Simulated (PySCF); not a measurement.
F2OTa, doublet, geometry from GFN2-xTB (such geometries of metal compounds can be far from the true shape) (the multiplicity is a formal guess) (core potentials on Ta). Base run: R2SCAN/def2-SVP in PySCF.

Input for PySCF:
```python
from pyscf import gto, scf, dft

mol = gto.M(
    atom='''
Ta    0.004497   -0.001483   -0.000897
O     1.614449   -0.532308   -0.322242
F    -0.661223   -0.435282    1.640112
F    -0.810314    0.920470   -1.346395
''',
    basis='def2-svp',
    ecp={'Ta': 'def2-svp'},
    charge=0,
    spin=1,
    verbose=4,
)

mf = dft.UKS(mol)
mf.xc = 'r2scan'
mf.kernel()
```

Variants of this job, named by their change:

```json
[
 {"change": "base", "ΔE vs base (mEh)": "0.000", "SCF cycles": "11", "<S^2>": "0.755", "outcome": "converged"},
 {"change": "damp = 0.5; diis_start_cycle = 5", "ΔE vs base (mEh)": "0.000", "SCF cycles": "17", "<S^2>": "0.755", "outcome": "converged"},
 {"change": "conv_tol_grad = 1e-7", "ΔE vs base (mEh)": "0.000", "SCF cycles": "16", "<S^2>": "0.755", "outcome": "converged"},
 {"change": "DIIS = ADIIS", "ΔE vs base (mEh)": "0.000", "SCF cycles": "29", "<S^2>": "0.755", "outcome": "converged"},
 {"change": "init_guess = mod_huckel", "ΔE vs base (mEh)": "0.000", "SCF cycles": "14", "<S^2>": "0.755", "outcome": "converged"},
 {"change": "init_guess = atom", "ΔE vs base (mEh)": "0.000", "SCF cycles": "13", "<S^2>": "0.755", "outcome": "converged"},
 {"change": "level_shift = 0.3 (with mf.max_cycle = 100)", "ΔE vs base (mEh)": "0.000", "SCF cycles": "17", "<S^2>": "0.755", "outcome": "converged"},
 {"change": "conv_tol_grad = 1e-3", "ΔE vs base (mEh)": "0.000", "SCF cycles": "11", "<S^2>": "0.755", "outcome": "converged"},
 {"change": "diis_space = 2", "ΔE vs base (mEh)": "-", "SCF cycles": "50", "<S^2>": "-", "outcome": "not converged"},
 {"change": "diis_space = 12", "ΔE vs base (mEh)": "0.000", "SCF cycles": "11", "<S^2>": "0.755", "outcome": "converged"},
 {"change": "diis = off; damp = 0.6 (with mf.diis_start_cycle = 200; with mf.max_cycle = 150)", "ΔE vs base (mEh)": "-", "SCF cycles": "150", "<S^2>": "-", "outcome": "not converged"},
 {"change": "level_shift = 1.0 (with mf.max_cycle = 100)", "ΔE vs base (mEh)": "0.000", "SCF cycles": "46", "<S^2>": "0.755", "outcome": "converged"},
 {"change": "init_guess = vsap", "ΔE vs base (mEh)": "-", "SCF cycles": "-", "<S^2>": "-", "outcome": "input refused"}
]
```

Open shells are given as the SCF converged; they aren't shown to be the lowest states, and a large step between rows can be another state.

- init_guess = vsap: ended with `AssertionError: ECP or PP not supported`
